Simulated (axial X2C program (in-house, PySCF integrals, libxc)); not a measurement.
TeF at several levels of theory

All values were computed with an axial X2C code built on PySCF integrals. Spin-free means the one-electron spin-free X2C Hamiltonian; two-component (2c) means X2C with spin–orbit coupling and atomic mean-field two-electron Coulomb and Gaunt terms, so the difference of the two also holds small scalar two-electron terms. Basis: Te dyall-cv3z [11s12p8d4f1g], F dyall-av3z [7s6p3d2f] (cores contracted in-house); Gaussian nuclei, density fitting, unrestricted open shells. Masses: Te 129.906 u, F 18.998 u.

State, spin-free: M_S = 1/2, Λ = 1 (beyond evenly filled blocks: π+α, π+β, π-α); electrons by block: σα: 13, σβ: 13, π+α: 7, π+β: 7, π-α: 7, π-β: 6, δ+α: 2, δ+β: 2, δ-α: 2, δ-β: 2. Fragments: Te + F.

State, 2c: Ω = 3/2 (⟨Sz⟩ = 0.51, ⟨Lz⟩ = 0.99 at PBE0); electrons by block: 1/2: 20, -1/2: 20, 3/2: 9, -3/2: 8, 5/2: 2, -5/2: 2. Fragments: Te + F.

| Hamiltonian | level | Re (Å) | ωe (cm⁻¹) | ωexe (cm⁻¹) | Be (cm⁻¹) | De (eV) | D0 (eV) | μ (D) |
| --- | --- | --- | --- | --- | --- | --- | --- | --- |
| spin-free | PBE0 | 1.905 | 630.3 | 2.61 | 0.2803 | 3.50 | 3.46 | -2.00 |
| spin-free | HF | 1.877 | 675.9 | 2.55 | 0.2888 | 1.43 | 1.39 | -2.22 |
| spin-free | CCSD | 1.906 | 634.3 | 2.6 | 0.2799 | 3.34 | 3.30 | n/a |
| spin-free | CCSD(T) | 1.915 | 620.3 | 2.67 | 0.2775 | 3.49 | 3.45 | n/a |
| spin-free | PBE | 1.935 | 589.9 | 2.61 | 0.2716 | 3.97 | 3.93 | -1.93 |
| 2c | PBE0 | 1.913 | 614.8 | 2.78 | 0.2779 | 3.53 | 3.50 | -2.12 |
| 2c | PBE | 1.945 | 573.3 | 2.8 | 0.2689 | 4.00 | 3.97 | -2.07 |

Correlated methods: 13 electrons correlated (number of frozen shells: Te 4 s, 3 p, 2 d; F 1 s), 245 virtual spin orbitals or spinors in MP2, 90 natural virtuals in coupled cluster.

Dipoles are positive if F is the positive end.

Occupations by symmetry block were frozen at the best pattern of an incomplete PBE0 search. De is counted from the lowest determinant-based energies of the atoms at the same level, without counterpoise correction. Density functionals use the spin component along the axis (collinear). CCSD and (T) use frozen natural virtuals with an MP2 correction for the truncation; (T) itself is uncorrected, so its De runs slightly low. In 2c an atomic determinant is not the ground J level, so De misses part of the atomic spin–orbit lowering. This holds for PBE0, PBE. The functionals have no current-density term, which raises determinants with orbital currents, atoms included. The stretched end of a curve changes character and is left out. With the outer-core shells frozen, correlated bond lengths of heavy atoms tend to come out a few hundredths of an ångström too long.

No reliable constants came from CCSD (2c), CCSD(T) (2c), HF (2c), MP2 (2c), MP2 (spin-free): no minimum in range, unconverged points, a curve that is not smooth, a change of character along it, or the two Hamiltonians disagreeing along it.

Rough cost a point (2c) on 1 thread(s) of a shared host, integrals apart: PBE0 1 s, PBE 0.5 s.

The whole task took 3 min on 1 thread of INTEL(R) XEON(R) PLATINUM 8581C CPU @ 2.30GHz (Emerald Rapids), with other jobs on the host.
